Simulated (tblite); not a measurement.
GeH12OSi4.
Cartesian coordinates in Å at the GFN2-xTB level; atoms count from 1:
```xyz
18
GeH12OSi4 angstrom
Si     3.0438    0.1784   -0.2783
Si     1.3451   -1.4030   -0.2558
Si    -0.7848   -0.7273    0.3923
Si    -2.6132   -1.3349   -0.9006
O     -0.7342    0.9216    0.4786
Ge    -0.8355    2.3969   -0.3934
H      4.3654   -0.3453   -0.6417
H      3.2120    0.8349    1.0220
H      2.7660    1.2497   -1.2460
H      1.7317   -2.5535    0.5835
H      1.2450   -2.0162   -1.5979
H     -1.0352   -1.0199    1.8190
H     -3.9285   -1.2512   -0.2519
H     -2.7297   -0.5119   -2.1159
H     -2.4668   -2.7241   -1.3471
H     -0.6495    3.4506    0.6503
H      0.2526    2.4029   -1.4274
H     -2.1928    2.4585   -1.0309
```

Computed with GFN2-xTB (tblite): harmonic, unscaled wavenumbers at the GFN2-xTB geometry, gas phase. Against measured fundamentals such values can be off by several per cent, at times by over 20. Modes of hydrogen on germanium and silicon can be 10 to 20 % off. One conformer, not necessarily the lowest. The optimisation stopped once no atom felt more than 0.01 eV/Å.

Lowest wavenumbers of the output (negative numbers stand for imaginary wavenumbers):
```
mode    cm-1
  1     -45.4
  2     -14.0
  3      19.6
  4      43.1
  5      54.8
  6      63.6
  7      71.8
  8      98.6
  9     176.7
 10     186.5
 11     322.5
 12     342.4
 13     404.7
 14     411.4
 15     423.4
```

Problem. Is this structure a minimum?

Solution. Not by this Hessian. 1 mode is imaginary beyond 20i (45i cm⁻¹), and 1 more slightly so (14.0i). The curvature is small, so loose convergence or finite differences may be the whole cause.

Problem. Which atoms move in the imaginary modes?

Solution. 45i: H8 (Si–H hydrogen) 22 %, H9 (Si–H hydrogen) 21 %, H7 (Si–H hydrogen) 16 %, H17 (Ge–H hydrogen) 12 %; 14i: Si2 (SiH2 silicon) 24 %, Si1 (SiH3 silicon) 22 %, Si4 (SiH3 silicon) 13 %. These are shares of the mass-weighted motion.

Problem. What is the remedy?

Solution. Step along such a mode in both directions, optimise again with tighter thresholds and repeat the frequencies. The zero-point energy of this point (60.9 kcal/mol) counts the 46 real modes alone, and thermal corrections from it aren't those of a minimum.
